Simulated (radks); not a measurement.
Results of a calculation; reference values are marked as such.
Orbital eigenvalues (eV) of neutral potassium, [Ar] 4s1, at several levels of relativity; Dirac values are averaged over j with weights 2j + 1. Spin-unpolarised spherical Kohn-Sham, BLYP, point nucleus unless stated (finite: rms radius 3.4349 fm), a radial shooting solver on a logarithmic mesh with Libxc functionals. A level marked "c x" has the speed of light scaled by that factor.

shell,non-rel.,scalar-rel.,"Dirac, c x 2","Dirac, c x 3","change of magnitude, last against first (%)"
1s,-3506.6,-3523.9,-3510.8,-3508.4,+0.05
2s,-350.33,-353.25,-351.04,-350.65,+0.09
2p,-279.98,-280.17,-280.01,-280.00,+0.01
3s,-34.750,-35.056,-34.825,-34.783,+0.10
3p,-18.606,-18.573,-18.597,-18.602,-0.02
4s,-2.2356,-2.2450,-2.2379,-2.2366,+0.05
